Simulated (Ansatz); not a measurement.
`OC[SiH](Cl)[SeH]`, charge 0, multiplicity 1.

**Question.** Give a relaxed structure at PBE0-D4/def2-TZVP (Ansatz 0.2.0). (An estimate is asked.)

**Answer.** Computed: 
Z-matrix (Å, degrees):
```
C
Si 1 1.885
O 1 1.416 2 113.3
H 1 1.094 2 108.9 3 118.5
H 1 1.100 2 108.8 3 -125.8
Se 2 2.269 1 111.3 3 177.5
Cl 2 2.052 1 108.8 3 -57.6
H 2 1.484 1 110.9 3 60.7
H 3 0.961 1 109.0 2 -63.6
H 6 1.470 2 92.3 1 55.7
```
This is one stationary point; other conformers may exist.
